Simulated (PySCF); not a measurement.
Species: C4H6O4S.
SMILES: `C=C(C(=O)O)S(C)(=O)=O`

The closed-shell SCF was solved with PySCF and density fitting under several settings on one GFN2-xTB geometry (grid level 2 and gas phase unless stated).

```tsv
settings	basis functions	SCF cycles	E (Eh)	HOMO (eV)	LUMO (eV)	dipole (D)
PBE0/pcSseg-1	190	15	-854.3504	-8.50	-2.10	4.46
PBE0/def2-SVPD	247	15	-853.9877	-8.61	-2.22	4.51
PBE0/def2-SVP, grid level 1	160	12	-853.9404	-8.31	-1.95	4.39
```

Question: Estimate the rows for these settings: (1) PBE0/6-311G**; (2) B97-2/6-31++G**, level shift 0.3 Eh.

Answer: 
```json
{"settings": "PBE0/6-311G**", "basis functions": "206", "SCF cycles": "15", "E (Eh)": "-854.5441", "HOMO (eV)": "-8.49", "LUMO (eV)": "-2.04", "dipole (D)": "4.73"}
{"settings": "B97-2/6-31++G**, level shift 0.3 Eh", "basis functions": "202", "SCF cycles": "14", "E (Eh)": "-854.9215", "HOMO (eV)": "-8.29", "LUMO (eV)": "-2.21", "dipole (D)": "4.53"}
```

Question: Over all rows, what range does the HOMO–LUMO gap span?

Answer: From 6.08 eV (B97-2/6-31++G**, level shift 0.3 Eh) to 6.45 eV (PBE0/6-311G**). The functional of the narrowest has 21 % exact exchange, that of the widest 25 % exact exchange.

Question: And the dipole moment?

Answer: From 4.39 D (PBE0/def2-SVP, grid level 1) to 4.73 D (PBE0/6-311G**); the largest is 1.08 times the smallest, and the median is 4.51 D.

Question: Compare two rows with the functional PBE0: PBE0/def2-SVP, grid level 1 and PBE0/def2-SVPD. Which energy is lower, and by how much?

Answer: PBE0/def2-SVPD (247 functions) lies 0.0473 Eh or 30 kcal/mol below PBE0/def2-SVP, grid level 1 (160 functions).

Cycle counts include a coarse-grid stage where the run had one. All basis functions are spherical, in the Pople sets too.

Conformer computed: `[CH2:1]=[C:2]([C:3](=[O:4])[OH:5])[S:6]([CH3:7])(=[O:8])=[O:9]`: C1–C2–C3–O4 -145°, C1–C2–S6–C7 116°, H–O5–C3–C2 178°.

One conformer stands for the species.
